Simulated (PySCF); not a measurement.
Compound: CH₃NOSi.
Atom-mapped SMILES: `[N:1]#[C:2][SiH2:3][OH:4]` (hydrogens: H5, H6 on Si3; H7 on O4)

The same species was optimised twice, with GFN2-xTB and with PBE0-D3(BJ)/def2-SVP (PySCF), and the same property calculations (PySCF, gas phase) were run on both structures.

| coordinate | GFN2-xTB | PBE0-D3(BJ)/def2-SVP | change |
| --- | --- | --- | --- |
| Si3–O4 (Å) | 1.619 | 1.651 | +0.032 |
| Si3–H5 (Å) | 1.452 | 1.479 | +0.027 |
| Si3–H6 (Å) | 1.463 | 1.488 | +0.025 |
| N1≡C2 (Å) | 1.145 | 1.160 | +0.015 |
| O4–H7 (Å) | 0.953 | 0.962 | +0.009 |
| C2–Si3 (Å) | 1.875 | 1.867 | -0.008 |
| Si3–O4–H7 (°) | 124.6 | 118.6 | -6.0 |
| H5–Si3–H6 (°) | 117.2 | 112.5 | -4.7 |
| O4–Si3–H5 (°) | 103.0 | 107.5 | +4.5 |
| C2–Si3–H5 (°) | 109.2 | 107.8 | -1.4 |
| O4–Si3–H6 (°) | 112.3 | 113.6 | +1.3 |
| N1–C2–Si3 (°) | 179.5 | 178.6 | -0.9 |
| C2–Si3–H6 (°) | 105.0 | 105.5 | +0.5 |
| C2–Si3–O4 (°) | 110.2 | 109.8 | -0.4 |

Rotational constants: A = 18308, B = 3422, C = 3002 MHz (GFN2-xTB) against A = 17441, B = 3418, C = 2978 MHz (PBE0-D3(BJ)/def2-SVP).

On the GFN2-xTB structure: N1s of N1 (eV) 405.52 [delta-SCF UKS SCAN, pcX-2 on the ionised atom, pcseg-1 elsewhere, spin-free X2C]; C1s of C2 (eV) 291.95 [delta-SCF UKS SCAN, pcX-2 on the ionised atom, pcseg-1 elsewhere, spin-free X2C]; Si1s of Si3 (eV) 1848.63 [delta-SCF UKS SCAN, pcX-2 on the ionised atom, pcseg-1 elsewhere, spin-free X2C]; Si2p of Si3 (eV) 108.86 [delta-SCF UKS SCAN, pcX-2 on the ionised atom, pcseg-1 elsewhere, spin-free X2C]; O1s of O4 (eV) 539.48 [delta-SCF UKS SCAN, pcX-2 on the ionised atom, pcseg-1 elsewhere, spin-free X2C].

**Question.** What do these properties become on the PBE0-D3(BJ)/def2-SVP structure?

**Answer.** 
```
        property                                                                            level  on GFN2-xTB  on PBE0-D3(BJ)/def2-SVP  change
  N1s of N1 (eV)  delta-SCF UKS SCAN, pcX-2 on the ionised atom, pcseg-1 elsewhere, spin-free X2C       405.52                   405.61   +0.09
  C1s of C2 (eV)  delta-SCF UKS SCAN, pcX-2 on the ionised atom, pcseg-1 elsewhere, spin-free X2C       291.95                   292.06   +0.11
Si1s of Si3 (eV)  delta-SCF UKS SCAN, pcX-2 on the ionised atom, pcseg-1 elsewhere, spin-free X2C      1848.63                  1848.76   +0.13
Si2p of Si3 (eV)  delta-SCF UKS SCAN, pcX-2 on the ionised atom, pcseg-1 elsewhere, spin-free X2C       108.86                   108.98   +0.12
  O1s of O4 (eV)  delta-SCF UKS SCAN, pcX-2 on the ionised atom, pcseg-1 elsewhere, spin-free X2C       539.48                   539.52   +0.04
```

The heavy atoms differ by 0.016 Å rms after alignment. Among all bonds Si3–O4 changes most (+0.032 Å). Changes are differences of the printed values. Neither structure is proved a minimum here.

The values belong to the conformer `[N:1]#[C:2][SiH2:3][OH:4]`: H–O4–Si3–C2 61°.
